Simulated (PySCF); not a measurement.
trans-(1R,2R)-1-chloro-2-ethynylcyclopropane (C₅H₅Cl), SMILES C([C@@H]1[C@@H](C1)Cl)#C.

Coordinates come from a PBE0-D3(BJ)/def2-SVP optimisation.

Two levels are set side by side: PBE/def2-TZVP (PySCF) and M06-2X/def2-TZVP (PySCF). Same geometry, gas phase. Differences are taken from unrounded values.

```tsv
quantity	M06-2X
orbital gap (eV)	9.95
highest occupied level (eV)	-8.59
lowest empty level (eV)	1.35
dipole moment (D)	1.90
mean polarisability (bohr³)	65.5
```

Question: What does PBE give, and how far is it from M06-2X? (An estimate is asked for; the answer gives what the named calculation found.)

Answer: 
```tsv
quantity	PBE	PBE minus M06-2X
orbital gap (eV)	5.77	-4.18
highest occupied level (eV)	-6.23	2.37
lowest empty level (eV)	-0.46	-1.81
dipole moment (D)	1.85	-0.06
mean polarisability (bohr³)	67.8	2.3
```

Without exact exchange PBE keeps part of each electron's self-repulsion, which lifts occupied levels and narrows the gap. PBE's more diffuse valence density responds more strongly to a field. Differences between two approximate levels are no errors against the true value.

Rough cost on one machine, each run with all the roots and properties that it gave: M06-2X against PBE about 3 times.
